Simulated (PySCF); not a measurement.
## Calculated data, CH4BGeN, CH5BGeSi, CH3BGe

Calculation on a computer-drawn molecule: the log of a Hartree-Fock and frozen-core CCSD(T) single point meant for a local Hartree-Fock minimum, with one planted fault or none, to be diagnosed. Offsets are logged minus clean, where the clean run is the same molecule without the fault. The reference is restricted for singlets and unrestricted otherwise, and also for a bond in bohr or an excited solution. Adding or removing an electron swaps singlet and doublet. The excited solution moves the top pair (singlet) or top alpha electron (doublet) to the lowest empty orbital. Highest occupied and lowest empty are orbital energies over both spins, largest force is the largest gradient component, triples share is (T) over the correlation energy, the T1 limit is 0.02 restricted and 0.045 unrestricted, electrons count all cores, a negative frequency is imaginary (commonest isotopes), and the dipole is about the centre of nuclear charge; on germanium a core potential holds 10 electrons, which the energies leave out, and 3d is frozen in MP2 and coupled-cluster steps. Program: PySCF 2.14.0.

Common to all runs: meant charge 0; meant multiplicity 1; meant basis and core potential on germanium cc-pVDZ-PP ECP10MDF; logged SCF converged yes; possible faults no fault, one electron removed, one electron added, multiplicity raised by two, geometry at a saddle point, SCF held on an excited solution, minimal basis STO-3G, one bond length entered in bohr, all coordinates scaled.

(1) CH4BGeN

Logged structure:
```xyz
8
CH4BGeN
C     -1.5569    -1.7224    -1.2450
B     -0.9296    -0.6895    -0.5571
N     -0.3116     0.3407     0.1285
Ge    -1.0915     1.8209     0.9754
H     -1.7504    -1.6662    -2.3101
H     -1.8818    -2.6281    -0.7460
H      0.6912     0.2887     0.1807
H     -2.5639     1.4036     0.5948
```

- meant basis: cc-pVDZ
- logged electrons: 54
- logged basis functions: 85
- logged spin squared: 0
- logged highest occupied: -7.9702 eV
- logged lowest empty: 0.47334 eV
- logged largest force: 1.666e-05 hartree/bohr
- logged lowest frequency: 151.37 cm⁻¹
- logged T1 diagnostic: 0.015521
- logged D1 diagnostic: 0.044138
- logged triples share: 0.03372
- logged CC converged: yes
- logged dipole magnitude: 2.6814 debye
- logged SCF stable within its kind: yes
- logged energy HF: -412.69314 hartree
- logged energy CCSD(T): -413.20581 hartree
- planted fault: no fault
- HF energy offset from clean run: 0 kcal/mol
- CCSD(T) energy offset from clean run: 0 kcal/mol

Drawn bonds:
```tsv
atom	other atom	order
1	2	2
2	3	1
3	4	1
1	5	1
1	6	1
3	7	1
4	8	1
```

(2) CH5BGeSi

Logged structure:
```xyz
9
CH5BGeSi
C      0.3773    -3.6723    -0.9748
B     -0.4000    -2.6684    -0.4132
Si    -1.3838    -1.1441     0.4258
Ge     0.2211     0.7496     0.6590
H      0.1104    -4.7224    -0.9046
H      1.2887    -3.4558    -1.5245
H     -1.9153    -1.5722     1.7429
H     -2.5281    -0.6994    -0.4120
H      0.6470     0.6279    -0.8619
```

- meant basis: cc-pV(D+d)Z
- logged electrons: 62
- logged basis functions: 99
- logged spin squared: 0
- logged highest occupied: -6.1019 eV
- logged lowest empty: -2.5306 eV
- logged largest force: 0.041885 hartree/bohr
- logged CC converged: no
- logged dipole magnitude: 1.3022 debye
- logged SCF stable within its kind: no
- logged energy HF: -647.50418 hartree
- planted fault: SCF held on an excited solution
- HF energy offset from clean run: 113.2 kcal/mol

Drawn bonds:
```tsv
atom	other atom	order
1	2	2
2	3	1
3	4	1
1	5	1
1	6	1
3	7	1
3	8	1
4	9	1
```

Notes: CCSD not converged.

(3) CH5BGeSi

Logged structure:
```xyz
9
CH5BGeSi
C      0.3773    -3.6723    -0.9748
B     -1.0916    -1.7752     0.0865
Si    -2.0754    -0.2509     0.9254
Ge    -0.4705     1.6428     1.1587
H      0.1104    -4.7224    -0.9046
H      1.2887    -3.4558    -1.5245
H     -2.6069    -0.6790     2.2425
H     -3.2198     0.1937     0.0876
H     -0.0446     1.5211    -0.3623
```

- meant basis: cc-pV(D+d)Z
- logged electrons: 62
- logged basis functions: 99
- logged spin squared: 1.9498
- logged highest occupied: -7.9797 eV
- logged lowest empty: 0.037909 eV
- logged largest force: 0.018009 hartree/bohr
- logged T1 diagnostic: 0.081184
- logged D1 diagnostic: 0.28622
- logged triples share: 0.060637
- logged CC converged: yes
- logged dipole magnitude: 0.3111 debye
- logged SCF stable within its kind: yes
- logged energy HF: -647.47653 hartree
- logged energy CCSD(T): -647.91248 hartree
- planted fault: one bond length entered in bohr, row 1 of the drawn bonds
- HF energy offset from clean run: 130.6 kcal/mol
- CCSD(T) energy offset from clean run: 145.1 kcal/mol

Drawn bonds:
```tsv
atom	other atom	order
1	2	2
2	3	1
3	4	1
1	5	1
1	6	1
3	7	1
3	8	1
4	9	1
```

Notes: T1 above single-reference limit.

(4) CH3BGe

Logged structure:
```xyz
6
CH3BGe
C     -1.6136    -0.0079    -1.5861
B     -0.5219     0.7538    -0.8820
Ge     1.0739     1.7882     0.2536
H     -2.0173     0.3024    -2.6397
H     -2.1135    -0.9533    -1.1092
H      1.2483     2.9300    -1.0010
```

* meant basis: cc-pVDZ
* logged electrons: 46
* logged basis functions: 66
* logged spin squared: 0
* logged highest occupied: -8.3405 eV
* logged lowest empty: -0.19423 eV
* logged largest force: 0.045479 hartree/bohr
* logged T1 diagnostic: 0.021506
* logged D1 diagnostic: 0.057287
* logged triples share: 0.04192
* logged CC converged: yes
* logged dipole magnitude: 0.82823 debye
* logged SCF stable within its kind: yes
* logged energy HF: -357.56033 hartree
* logged energy CCSD(T): -357.90941 hartree
* planted fault: all coordinates scaled, by +7.8 %
* HF energy offset from clean run: 16.83 kcal/mol
* CCSD(T) energy offset from clean run: 10.24 kcal/mol

Drawn bonds:
```tsv
atom	other atom	order
1	2	2
2	3	1
1	4	1
1	5	1
3	6	1
```

Notes: T1 above single-reference limit.

(5) CH4BGeN

Logged structure:
```xyz
8
CH4BGeN
C     -1.6697    -0.8830     1.1918
B     -0.9213    -0.4242     0.1097
Ge     0.2999     0.0872    -1.5289
N     -0.3003     1.7852    -1.7368
H     -1.5512    -1.8900     1.5826
H     -2.4058    -0.2675     1.7004
H     -1.6188     2.6930    -0.7265
H      0.0751     2.3678    -2.4612
```

- meant basis: cc-pVDZ
- logged electrons: 54
- logged basis functions: 85
- logged spin squared: 0.9301
- logged highest occupied: -8.5158 eV
- logged lowest empty: 1.0806 eV
- logged largest force: 0.016405 hartree/bohr
- logged T1 diagnostic: 0.061642
- logged D1 diagnostic: 0.23558
- logged triples share: 0.046546
- logged CC converged: yes
- logged dipole magnitude: 0.82301 debye
- logged SCF stable within its kind: yes
- logged energy HF: -412.51576 hartree
- logged energy CCSD(T): -413.03196 hartree
- planted fault: one bond length entered in bohr, row 6 of the drawn bonds
- HF energy offset from clean run: 86.47 kcal/mol
- CCSD(T) energy offset from clean run: 87.31 kcal/mol

Drawn bonds:
```tsv
atom	other atom	order
1	2	2
2	3	1
3	4	1
1	5	1
1	6	1
4	7	1
4	8	1
```

Notes: T1 above single-reference limit.
